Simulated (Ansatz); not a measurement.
Relaxation of BClF₂H₄OSi (10 atoms, charge 0, multiplicity 1), to a largest force component of 0.03 eV/Å in at most 50 steps.

Theory: RKS B3LYP-D4/def2-SVP (Ansatz).

```xyz
10
Properties=species:S:1:pos:R:3
B -2.139 -0.407 -0.117
Cl -1.788 -2.196 -0.084
F -1.844 0.285 -1.189
F -2.765 0.147 0.888
H 0.465 -1.121 0.751
O 0.480 -0.155 0.813
Si 1.645 0.666 -0.075
H 3.006 0.464 0.505
H 1.670 0.219 -1.500
H 1.270 2.099 0.008
```

Q: Where does it end, and by what steps?

A: It converged. After 11 steps the energy has fallen by 0.324 eV; B1 moved furthest, 0.71 Å. Joined: B1–O6 (2.79 → 1.67 Å).

| step | energy less start (eV) | largest force component (eV/Å) | accepted |
| --- | --- | --- | --- |
| 0 | 0.0000 | 1.036 | yes |
| 1 | 0.0045 | 0.843 | no |
| 2 | -0.0378 | 0.843 | yes |
| 3 | -0.0839 | 0.444 | yes |
| 4 | -0.1266 | 0.683 | yes |
| 5 | -0.1684 | 1.332 | yes |
| 6 | -0.2172 | 1.053 | yes |
| 7 | -0.3026 | 0.421 | yes |
| 8 | -0.3166 | 0.200 | yes |
| 9 | -0.3218 | 0.118 | yes |
| 10 | -0.3234 | 0.046 | yes |
| 11 | -0.3235 | 0.026 | yes |

```xyz
10
Properties=species:S:1:pos:R:3
B -1.451 -0.320 0.032
Cl -1.769 -2.118 -0.198
F -1.318 0.400 -1.119
F -2.186 0.269 0.992
H 0.336 -1.212 0.903
O 0.116 -0.312 0.607
Si 1.335 0.653 -0.185
H 2.549 0.423 0.638
H 1.532 0.172 -1.571
H 0.856 2.045 -0.099
```

Whether the end is a true minimum wasn't checked by a vibrational analysis.

The run took 110 s on 2 threads of Intel(R) Xeon(R) Processor @ 2.50GHz (Skylake/Cascade Lake), on a shared host, peak memory 0.27 GiB.
